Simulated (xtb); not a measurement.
HCl3OZr, charge +1, doublet, from a rough starting geometry (GFN-xTB shapes and energies of metal compounds can be far from the true ones) (the multiplicity is a formal guess); GFN2-xTB (xtb).

Input for xtb:
```
$ xtb mol.xyz --gfn 2 --chrg 1 --uhf 1 --opt vtight --json

# file mol.xyz
6

Zr     0.23319439    -0.03658144    -0.06246561
Cl     2.09832306     0.92384303    -0.72685221
Cl     0.93012586    -0.87664177     2.00350546
Cl     0.22530919    -1.97690626    -1.27869375
O     -1.36107848     0.81951891    -0.00548049
H     -2.23219276     1.12027211     0.09332631
```

The log (banner, timings and long lists left out):

```
   ID    Z sym.   atoms
    1   40 Zr     1
    2   17 Cl     2-4
    3    8 O      5
    4    1 H      6

           -------------------------------------------------
          |                Calculation Setup                |
           -------------------------------------------------

           -------------------------------------------------
          |                 G F N 2 - x T B                 |
           -------------------------------------------------

          ...................................................
          :                      SETUP                      :
          :.................................................:
          :  # basis functions                  45          :
          :  # atomic orbitals                  41          :
          :  # shells                           15          :
          :  # electrons                        31          :
          :  max. iterations                   250          :
          :  Hamiltonian                  GFN2-xTB          :
          :  restarted?                      false          :
          :  GBSA solvation                  false          :
          :  PC potential                    false          :
          :  electronic temp.          300.0000000     K    :
          :  accuracy                    1.0000000          :
          :  -> integral cutoff          0.2500000E+02      :
          :  -> integral neglect         0.1000000E-07      :
          :  -> SCF convergence          0.1000000E-05 Eh   :
          :  -> wf. convergence          0.1000000E-03 e    :
          :  Broyden damping             0.4000000          :
          :  net charge                          1          :
          :  unpaired electrons                  1          :
          ...................................................

 iter      E             dE          RMSdq      gap      omega  full diag
   1    -19.4196219 -0.194196E+02  0.717E+00    1.96       0.0  T
   2    -19.5583521 -0.138730E+00  0.659E+00    4.23       1.0  T
   3    -19.5973988 -0.390467E-01  0.469E+00    3.76       1.0  T
   4    -19.5977041 -0.305270E-03  0.382E+00    3.76       1.0  T
   5    -19.5797482  0.179559E-01  0.351E+00    3.31       1.0  T
   6    -19.6036168 -0.238686E-01  0.211E+00    3.44       1.0  T
   7    -19.6126974 -0.908058E-02  0.129E+00    3.50       1.0  T
   8    -19.6172871 -0.458969E-02  0.610E-01    3.57       1.0  T
   9    -19.6172626  0.244787E-04  0.405E-01    3.59       1.0  T
  10    -19.6173668 -0.104198E-03  0.167E-01    3.64       1.0  T
  11    -19.6173348  0.319935E-04  0.139E-01    3.63       1.0  T
  12    -19.6173694 -0.346572E-04  0.775E-02    3.62       1.0  T
  13    -19.6173883 -0.188718E-04  0.365E-02    3.62       1.1  T
  14    -19.6173784  0.992542E-05  0.574E-02    3.62       1.0  T
  15    -19.6173883 -0.987590E-05  0.288E-02    3.62       1.4  T
  16    -19.6173878  0.506058E-06  0.312E-02    3.62       1.3  T
  17    -19.6173907 -0.290841E-05  0.103E-02    3.62       4.0  T
  18    -19.6173909 -0.258617E-06  0.504E-03    3.62       8.1  T
  19    -19.6173910 -0.581469E-07  0.274E-03    3.62      14.9  T
  20    -19.6173910 -0.168261E-07  0.161E-03    3.62      25.3  T
  21    -19.6173910 -0.755963E-08  0.412E-04    3.62      99.2  T
  22    -19.6173910 -0.357211E-09  0.224E-04    3.62     182.4  T

   *** convergence criteria satisfied after 22 iterations ***

         :::::::::::::::::::::::::::::::::::::::::::::::::::::
         ::                     SUMMARY                     ::
         :::::::::::::::::::::::::::::::::::::::::::::::::::::
         :: total energy             -19.545321694866 Eh    ::
         :: gradient norm              0.067659383354 Eh/a0 ::
         :: HOMO-LUMO gap              3.621237278107 eV    ::
         ::.................................................::
         :: SCC energy               -19.617383099621 Eh    ::
         :: -> isotropic ES            0.145872411343 Eh    ::
[...]
 * total energy  :   -19.5494479 Eh     change       -0.1364508E-03 Eh
 * total energy  :   -19.5495058 Eh     change       -0.5787178E-04 Eh
 * total energy  :   -19.5495447 Eh     change       -0.3892137E-04 Eh
 * total energy  :   -19.5496212 Eh     change       -0.7653866E-04 Eh
 * total energy  :   -19.5496523 Eh     change       -0.3112969E-04 Eh
 * total energy  :   -19.5496708 Eh     change       -0.1845909E-04 Eh
 * total energy  :   -19.5496779 Eh     change       -0.7145959E-05 Eh
 * total energy  :   -19.5496853 Eh     change       -0.7372847E-05 Eh
 * total energy  :   -19.5496874 Eh     change       -0.2079303E-05 Eh
 * total energy  :   -19.5496881 Eh     change       -0.6764528E-06 Eh
 * total energy  :   -19.5496884 Eh     change       -0.3557099E-06 Eh
 * total energy  :   -19.5496885 Eh     change       -0.3072667E-07 Eh
   *** GEOMETRY OPTIMIZATION CONVERGED AFTER 15 ITERATIONS ***
         :: total energy             -19.549688464467 Eh    ::
[...]
         9        2.0000           -0.6464273             -17.5902
        10        2.0000           -0.6412436             -17.4491
        11        2.0000           -0.6412405             -17.4490
        12        1.9983           -0.6313554             -17.1801
        13        1.9983           -0.6313538             -17.1800
        14        1.8200           -0.6267476             -17.0547
        15        1.8199           -0.6267474             -17.0547
        16        1.3635           -0.6247750             -17.0010 (HOMO)
        17                         -0.4929639             -13.4142 (LUMO)
        18                         -0.4929508             -13.4139
        19                         -0.4574989             -12.4492
        20                         -0.4536560             -12.3446
        21                         -0.4536450             -12.3443
        22                         -0.2028701              -5.5204
        23                         -0.1761844              -4.7942
        24                         -0.1759329              -4.7874
        25                         -0.1759314              -4.7873
        26                         -0.1743862              -4.7453
        27                         -0.1743849              -4.7453
       ...                                ...                  ...
        41                          0.7137184              19.4213
      -------------------------------------------------------------
                  HL-Gap            0.1318111 Eh            3.5868 eV
             Fermi-level           -0.5920883 Eh          -16.1115 eV

     #   Z          covCN         q      C6AA      α(0)
     1  40 Zr       2.916     1.173    99.806    24.039
     2  17 Cl       0.736    -0.007    99.155    15.231
     3  17 Cl       0.736    -0.007    99.153    15.231
     4  17 Cl       0.736    -0.007    99.155    15.231
     5   8 O        1.507    -0.538    23.856     6.587
     6   1 H        0.815     0.385     0.512     1.123

 Mol. C6AA /au·bohr⁶  :       1983.005586
 Mol. C8AA /au·bohr⁸  :     113413.318314
 Mol. α(0) /au        :         77.442453

Wiberg/Mayer (AO) data.
largest (>0.10) Wiberg bond orders for each atom

 ---------------------------------------------------------------------------
     #   Z sym  total        # sym  WBO       # sym  WBO       # sym  WBO
 ---------------------------------------------------------------------------
     1  40 Zr   4.336 --     5 O    1.237     3 Cl   1.018     2 Cl   1.018
                             4 Cl   1.018
     2  17 Cl   1.312 --     1 Zr   1.018     3 Cl   0.122     4 Cl   0.122
     3  17 Cl   1.312 --     1 Zr   1.018     4 Cl   0.122     2 Cl   0.122
     4  17 Cl   1.312 --     1 Zr   1.018     3 Cl   0.122     2 Cl   0.122
     5   8 O    2.181 --     1 Zr   1.237     6 H    0.801
     6   1 H    0.852 --     5 O    0.801
 ---------------------------------------------------------------------------

Topologies differ in total number of bonds
Writing topology from bond orders to xtbtopo.mol

molecular dipole:
                 x           y           z       tot (Debye)
 q only:        0.076      -0.072       0.005
   full:       -0.206       0.092       0.009       0.574
molecular quadrupole (traceless):
                xx          xy          yy          xz          yz          zz
 q only:        2.669      -2.786      -0.529      -0.080       0.046      -2.140
  q+dip:        3.315      -3.442      -0.665      -0.103       0.059      -2.651
   full:        2.391      -2.479      -0.481      -0.076       0.043      -1.910

optimized geometry written to: xtbopt.xyz

           -------------------------------------------------
          | TOTAL ENERGY              -19.549688464467 Eh   |
          | GRADIENT NORM               0.000027853752 Eh/α |
          | HOMO-LUMO GAP               3.586763731878 eV   |
           -------------------------------------------------

normal termination of xtb
```
